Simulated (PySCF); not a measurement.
Two species compared at the same levels of theory.

First species: C₆H₇FO₂.
SMILES with atom numbers: `[CH3:1][C:2](=[O:3])[O:4][C@@H:5]1[C@H:6]2[C@@H:7]([F:8])[C@@H:9]12` (hydrogens: H10, H11, H12 on C1; H13 on C5; H14 on C6; H15 on C7; H16 on C9)

Second species: C2H10O2S2Si3.
SMILES: `O[Si]1(O[SiH3])SC[SiH2]CS1`

Levels: PBE0/pcSseg-1 for HOMO energy, LUMO energy and HOMO–LUMO gap. Geometries: GFN2-xTB. Each species is one conformer at its optimised geometry, gas phase, non-relativistic unless stated; the electronic structure was computed with PySCF and density fitting.

The conformers computed, where there is a choice (atom-mapped SMILES and torsion angles):
- `[CH3:1][C:2](=[O:3])[O:4][C@@H:5]1[C@H:6]2[C@@H:7]([F:8])[C@@H:9]12`: C1–C2–O4–C5 -179°, C2–O4–C5–C6 -143°

The conformers of `O[Si]1(O[SiH3])SC[SiH2]CS1` aren't listed.

Values for the first species:

```
HOMO energy   : -7.99 eV
LUMO energy   : 0.14 eV
HOMO–LUMO gap : 8.13 eV
```

Question: Estimate the same properties for the second species, and the change in each.

Answer: 
```tsv
property	first	second	second less first
HOMO energy	-7.99 eV	-6.43 eV	+1.56 eV
LUMO energy	0.14 eV	-0.13 eV	-0.27 eV
HOMO–LUMO gap	8.13 eV	6.30 eV	-1.83 eV
```

